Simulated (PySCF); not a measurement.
Gas-phase reaction: B3O3H3 ⇌ BH3 + B2O3

Energies from PySCF (xtb for GFN2), thermal terms from the rigid-rotor harmonic-oscillator model, ideal gas at 1 bar. The comparison is the NASA 1993 polynomial table, which mixes measured and estimated data. After a fit of one offset per element over all species, the range-separated, M06-2X, PBE0/def2-QZVP and CCSD(T)/def2-TZVPP enthalpies, where run, lie to one side of the table for B3O3H3 (+31 kJ/mol): a fault of the table's entry, another state or a shared error of the levels is possible; this was not checked at source. † marks an energy on the PBE0/def2-TZVP geometry and frequencies; other levels use their own. 6-31G* has spherical d functions here. All species are closed-shell singlets. B3LYP is the form with VWN-RPA correlation. For this reaction the table lies outside the span of B3LYP, CCSD(T), M06-2X, MP2, PBE0, r2SCAN, ωB97M-V, ωB97X-V in their largest bases here; which side is off was not settled. The harmonic model lacks anharmonicity and excited electronic states, which grow with temperature; levels with a mode under 35 cm⁻¹ are left out. Soft modes under 120 cm⁻¹ make the harmonic entropy rough for B2O3. The table's entry may be an old estimate for B3O3H3, BH3, B2O3 (not checked at source). Warning, point group unlike the PBE0 one: B2O3 (GFN2-xTB, PBE/def2-SVP).

```
level               ΔH°(298 K), kJ  minus table  ΔG°(1800 K), kJ
------------------  --------------  -----------  ---------------
table                        488.2            -            171.2
B3LYP/def2-TZVP†             401.8        -86.4             66.6
BLYP/def2-TZVP†              363.1       -125.1             28.0
GFN2-xTB                     269.2       -219.0            -69.9
HF/6-31G*                    442.4        -45.8            101.7
PBE/def2-SVP                 431.0        -57.2             81.0
PBE/def2-TZVP†               408.6        -79.6             73.4
PBE0/def2-SVP†               458.8        -29.4            123.6
PBE0/def2-TZVP               442.7        -45.5            107.5
r2SCAN/def2-TZVP†            438.7        -49.5            103.5
ωB97X-V/def2-TZVP†           444.4        -43.8            109.2
```
